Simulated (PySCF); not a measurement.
Br₂.
SMILES: `BrBr`

Theory: PBE0/6-31G* geometry optimisation, gas phase (PySCF).

Take the most abundant isotopes and a rigid rotor. 

Q: What are the moment of inertia and the rotational constant?

A: I = 207.165 u·Å², B = 505379 MHz·u·Å²/I = 2440 MHz (0.0814 cm⁻¹, or 0.117 K as hB/k). For two atoms I = μr² with μ = 39.4592 u and r = 2.2913 Å.

Q: List the first levels of a rigid rotor in a Σ state.

A: E(J) = BJ(J+1): J = 1: 0.163, J = 2: 0.488, J = 3: 0.976, J = 4: 1.627, J = 5: 2.441, J = 6: 3.418 cm⁻¹.

Q: Has it a pure rotational spectrum?

A: Not by electric dipole: D∞h allows no dipole (computed 0.00 D). Rotational Raman lines (ΔJ = 2) lie at B(4J + 6), spaced by 4B = 0.325 cm⁻¹, with nuclear-spin weights that differ between even and odd J.

Q: Estimate the classical rotational partition function at 10 K, 50 K and 500 K.

A: Point group D∞h, symmetry number σ = 2; q = kT/(σhB), k/h = 20836.6 MHz/K: 42.7 at 10 K, 214 at 50 K, 2140 at 500 K.

Stationary, but not proved a minimum. Zero-point vibration and centrifugal distortion are left out.
